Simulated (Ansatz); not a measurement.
Ansatz (a first-principles code) input (B3LYP-D3(BJ)/def2-TZVP):

Ansatz 0.2 input:
```yaml
crystal:
  periodic: [false, false, false]
  atoms:
    - {symbol: Be, position_ang: [-0.00577726, 0.58636755, -0.11349051]}
    - {symbol: F, position_ang: [1.21784320, -0.39081544, -0.50693668]}
    - {symbol: F, position_ang: [-1.22078789, -0.20218447, 0.60024556]}
basis:
  gaussian:
    orbitals: def2-TZVP
hamiltonian:
  xc: b3lyp
  dispersion: d3bj
total_charge: -1
magnetization: {spin_polarized: true, initial_magnetization: 1}
relax: {f_tol: 0.002, max_steps: 150}
```

End of the output:

```
reference -5841.96452556 eV, -214.6882364887 hartree; 12, 11 occupied and 69, 70 virtual orbitals, 453 factors
relax step   5: F+E_penalty+E_count = -5841.99727597 eV  Δ(F+E_penalty+E_count) = -4.803e-4 eV  max|allowed force component| = 1.399e-2 eV/Å  Δτ_max = 0.0040 Å  (29 SCF iters, accepted)
these checks for a lower state are left out or cut short: starts, cluster_reference, orbital_swaps, neighbouring_geometries, increment
integrals: 0.01 GiB planned
453 factors; their error is unknown
mean field: 0.20 GiB planned
mean field -5841.96433793 eV, -214.6882295933 hartree, gradient 8.3e-5 eV, S^2 0.750572; 0 other end points of the search recorded, 0 dependent functions left out
the calculation of the forces begins
reference -5841.96452150 eV, -214.6882363392 hartree; 12, 11 occupied and 69, 70 virtual orbitals, 453 factors
relax step   6: F+E_penalty+E_count = -5841.99728064 eV  Δ(F+E_penalty+E_count) = -4.668e-6 eV  max|allowed force component| = 4.232e-3 eV/Å  Δτ_max = 0.0014 Å  (20 SCF iters, accepted)
these checks for a lower state are left out or cut short: starts, cluster_reference, orbital_swaps, neighbouring_geometries, increment
integrals: 0.01 GiB planned
453 factors; their error is unknown
mean field: 0.20 GiB planned
mean field -5841.96434882 eV, -214.6882299935 hartree, gradient 1.3e-5 eV, S^2 0.750572; 0 other end points of the search recorded, 0 dependent functions left out
the calculation of the forces begins
reference -5841.96453244 eV, -214.6882367416 hartree; 12, 11 occupied and 69, 70 virtual orbitals, 453 factors
relax step   7: F+E_penalty+E_count = -5841.99728715 eV  Δ(F+E_penalty+E_count) = -6.508e-6 eV  max|allowed force component| = 8.596e-5 eV/Å  Δτ_max = 0.0010 Å  (23 SCF iters, accepted)
integrals: 0.01 GiB planned
453 factors; their error is unknown
mean field: 0.20 GiB planned
mean field evaluation 64: about -5840.7795 eV, gradient 1.9e1 eV
mean field -5841.96434882 eV, -214.6882299935 hartree, gradient 1.3e-5 eV, S^2 0.750572; 1 other end points of the search recorded, 0 dependent functions left out
the calculation of the forces begins
reference -5841.96453244 eV, -214.6882367416 hartree; 12, 11 occupied and 69, 70 virtual orbitals, 453 factors
Total energy: -5841.99747077 eV, -214.6894472027 hartree
Atom 0 at    -0.004899     0.398312    -0.079361 Å, force     0.000007    -0.000086     0.000012 eV/Å
Atom 1 at     1.187383    -0.294478    -0.510369 Å, force    -0.000047     0.000048     0.000013 eV/Å
Atom 2 at    -1.191206    -0.110466     0.569548 Å, force     0.000039     0.000038    -0.000025 eV/Å
Dipole moment:     0.002615    -0.525991     0.095387 e Å
```
